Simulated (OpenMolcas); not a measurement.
A run on Ni2+ among 6 point charges of -2 e arranged as a tetragonal octahedron (D4h), 2.17 Å from the ion, with the axial distance 2.539 Å.

| Quantity | Value |
| --- | --- |
| Program | OpenMolcas |
| Method | CASSCF |
| Basis | ANO-RCC-VDZP [5s4p2d1f] |
| Scalar Hamiltonian | DKH2, point nucleus |
| Active space | 8 electrons in 5 orbitals (3d) |
| State averaging | 2S+1 = 3 even, 10 roots; 2S+1 = 1 even, 15 roots |
| Spin-orbit coupling | RASSI with atomic mean-field integrals over the reference wave functions |

34 basis functions. Blocks (2S+1, parity, CSFs, roots kept): 3, even, 10, 10; 1, even, 15, 15.

How long do the RASSCF and RASSI steps take on 1 thread of Arm Neoverse V1, on a shared host?

About 5.4 s of wall time, without the integral step.
